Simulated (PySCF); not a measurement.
Geometries of 2 isomers of C2H6N2Si, from PySCF, PBE0-D3(BJ)/def2-SVP geometry optimisation, gas phase. One conformer each, no zero-point energy, no frequencies.

Question: Which is lower in electronic energy at this level?
A.
```xyz
11
angstrom
C      2.624   -0.338    0.447
C      1.420   -0.157    0.467
Si    -0.414    0.086    0.534
N     -1.378   -1.213   -0.050
N     -0.687    1.453   -0.472
H      3.688   -0.499    0.429
H     -0.769    0.189    1.982
H     -1.277   -1.530   -1.008
H     -1.617   -1.977    0.571
H      0.037    2.151   -0.590
H     -1.617    1.842   -0.576
```
B.
```xyz
11
angstrom
N     -1.036    2.264   -0.382
C     -1.067    1.106   -0.409
C     -1.012   -0.341   -0.407
Si     0.539   -0.927    0.537
N      1.882   -0.090   -0.145
H     -0.959   -0.708   -1.444
H     -1.922   -0.753    0.058
H      0.727   -2.389    0.313
H      0.258   -0.697    1.991
H      2.820   -0.450   -0.009
H      1.882    0.926   -0.132
```

Answer: B. That is `C(C[SiH2]N)#N`, 11.3 kcal/mol below the other.

```csv
SMILES,atoms numbered as above,E (Eh),relative (kcal/mol),relative (kJ/mol),dipole (D)
N#CC[SiH2]N,[N:1]#[C:2][CH2:3][SiH2:4][NH2:5],-478.26013,0.0,0.0,3.45
C#C[SiH](N)N,[CH:1]#[C:2][SiH:3]([NH2:4])[NH2:5],-478.24218,11.3,47.1,0.68
```

As drawn, the lower has a C≡N group, which the higher lacks; the higher has a C≡C bond, which the lower lacks.
